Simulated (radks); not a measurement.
Q: Lu II, configuration [Kr] 4d10 4f14 5s2 5p5 6s2 7s1 (not the ground configuration). All-electron calculation, scalar-relativistic Kohn-Sham, exchange-only r2SCAN, spin-polarised, spherical densities, finite nucleus; open shells are filled with parallel spins first (spin-orbit coupling, left out, can overturn this in heavy ions); meta-GGA in the generalised Kohn-Sham scheme; Fermi nuclear charge, rms radius 5.37 fm. Program: a radial shooting solver on a logarithmic mesh with Libxc functionals. Some entries of the table are withheld. Estimate them.

orbital,occ.,eigenvalue (hartree),r(max) (bohr)
1s up,1,-2327.446,0.01213
1s down,1,-2327.441,0.01213
2s up,1,-397.6783,0.06928
2s down,1,-397.6773,0.06928
2p up,3,-349.8389,0.05660
2p down,3,-349.8358,0.05660
3s up,1,-90.98149,0.1955
3s down,1,-90.98104,0.1955
3p up,3,-76.54866,0.1930
3p down,3,-76.54741,0.1930
3d up,5,-59.19497,0.1576
3d down,5,-59.19311,0.1576
4s up,1,-18.85616,0.4464
4s down,1,-18.85222,0.4464
4p up,3,-14.09612,0.4672
4p down,3,-14.09221,0.4673
4d up,5,-7.85104,0.4813
4d down,5,-7.84542,0.4814
5s up,1,-2.97229,1.043
5s down,1,-2.90707,1.040
5p up,3,-1.83836,1.182
5p down,2,-1.77407,1.181
4f up,7,(1),0.4707
4f down,7,(2),0.4703
6s up,1,-0.53286,2.674
6s down,1,-0.53037,2.713
6p up,0,-0.31825,(3)
6p down,0,-0.30916,(4)
7s up,1,-0.18211,6.597

A: 
(1) 4f up eigenvalue (hartree): -1.00987
(2) 4f down eigenvalue (hartree): -0.99476
(3) 6p up r(max) (bohr): 3.209
(4) 6p down r(max) (bohr): 3.217
